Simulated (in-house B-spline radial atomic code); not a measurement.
## Ca II (Ca+): [Ne] 3s2 3p(3 up, 2 down) 4s(1 up, 0 down) 4f(0 up, 1 down) (an excited or competing configuration)

Level of theory: non-relativistic TPSS, spin-polarised, spherical fractional occupations, point nucleus; calculated with an all-electron radial atomic-structure program (B-spline basis).

Screening seen three ways: the hydrogenic charge with the same mean radius, Z_r = [3n² - l(l+1)]/(2<r>), the one with the same energy, Z_e = n√(-2ε), and Slater's rules. Values are occupation-weighted means over spin.

```
shell  electrons   ε (eV)  <r> (bohr)    Z_r    Z_e  Slater
   1s          2  -3961.6     0.07731  19.40  17.06   19.70
   2s          2  -434.93      0.3659  16.40  11.31   15.85
   2p          6  -357.42      0.3283  15.23  10.25   15.85
   3s          2  -66.278       1.133  11.91   6.62    9.10
   3p          5  -46.901       1.216  10.28   5.57    9.10
   4s          1  -14.078       3.104   7.73   4.07    4.05
   4f          1  -2.6405       8.288   2.17   1.76    2.00
```

The least bound orbital is 4f down at -2.641 eV, and it is also the most diffuse (<r> = 8.288 bohr).
